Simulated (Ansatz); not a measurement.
Isolated molecules relaxed with PBE0-D4/def2-TZVP in Ansatz; ΔE leaves out vibrations. CCSD(T)/CBS is the MP2 limit (def2-TZVPP, def2-QZVPP) plus CCSD(T) − MP2 in def2-TZVPP, frozen cores. Functionals use def2-TZVPP. One conformer a species, not always the lowest.

Reaction (formal exchange of groups at the Si–C bond): `C=C[Si](C)(N)O` + `C=C(N)[SiH3]` → `C[Si](N)(O)[SiH3]` + `C=CC(=C)N`

```json
{"level": "r2SCAN-D4", "ΔE (kJ/mol)": "1.7"}
{"level": "ωB97X-V", "ΔE (kJ/mol)": "9.8"}
{"level": "ωB97M-V", "ΔE (kJ/mol)": "17.5"}
{"level": "B2PLYP", "ΔE (kJ/mol)": "9.8"}
{"level": "PBE", "ΔE (kJ/mol)": "-7.3"}
{"level": "MP2/def2-QZVPP", "ΔE (kJ/mol)": "15.6"}
{"level": "HF/CBS(def2)", "ΔE (kJ/mol)": "18.4"}
{"level": "MP2/CBS(def2)", "ΔE (kJ/mol)": "15.6"}
```

Problem. What does CCSD(T)/CBS give? (Estimate.)

Solution. Ansatz gave: +11.9 kJ/mol. The listed levels differ from it by -10.2, -2.1, 5.6, -2.1, -19.2, 3.7, 6.5, 3.7 kJ/mol.

Largest T1 diagnostic among the species: 0.012.

From PBE to PBE0 (25 % exact exchange), in def2-TZVPP and without D4, ΔE moves by +4.6 kJ/mol.
